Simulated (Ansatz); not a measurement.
AlH$_{5}$N$_{2}$S, SMILES `[NH2][Al]([NH2])[SH]`, 9 atoms. The species carries charge 0 and has multiplicity 1. All runs use 4 threads of an Arm Neoverse V2 on a shared host. Correlated methods freeze the cores. Open-shell runs search over several starts.

Problem. Give the basis size and wall time and peak host memory of each of these runs in Ansatz. RHF-MP2/def2-QZVPP energy; RKS BHLYP-D4/def2-TZVPP energy; RHF-CCSD(T)/def2-TZVPP energy; RHF-CCSD(T)/def2-SVP energy; RKS PBE-D4/def2-TZVPP energy and forces; UKS B2PLYP (frozen core)/def2-TZVPP energy of the cation; RKS PBE0-D4/def2-SVP energy; RKS PBE0-D4/def2-TZVP relaxation (9 steps); UKS r2SCAN-D4/def2-TZVPP energy of the cation; UKS ωB97M-V/def2-TZVPP energy of the cation; RKS r2SCAN0-D4/def2-TZVPP energy; UKS B3LYP-D4/def2-TZVPP energy of the cation. (An estimate is asked.)

Solution. Computed: Other jobs shared the machine, so times are rough.

```
                              level                   job  functions  wall time  peak host memory (GiB)
               RKS PBE0-D4/def2-SVP                energy         89     0.65 s                     0.4
               RHF-CCSD(T)/def2-SVP                energy         89      1.2 s                     0.4
              RKS PBE-D4/def2-TZVPP     energy and forces        216      1.4 s                    0.25
            RKS BHLYP-D4/def2-TZVPP                energy        216      1.6 s                    0.46
          RKS r2SCAN0-D4/def2-TZVPP                energy        216      2.8 s                    0.48
                 RHF-MP2/def2-QZVPP                energy        404      8.5 s                     1.8
            UKS B3LYP-D4/def2-TZVPP  energy of the cation        216       11 s                    0.67
              RKS PBE0-D4/def2-TZVP  relaxation (9 steps)        166       15 s                    0.36
           UKS r2SCAN-D4/def2-TZVPP  energy of the cation        216       21 s                    0.62
UKS B2PLYP (frozen core)/def2-TZVPP  energy of the cation        216       23 s                    0.77
             RHF-CCSD(T)/def2-TZVPP                energy        216       33 s                       3
             UKS ωB97M-V/def2-TZVPP  energy of the cation        216       35 s                     1.2
```

B3LYP here is the variant with VWN-RPA as its local correlation; programs differ in this.
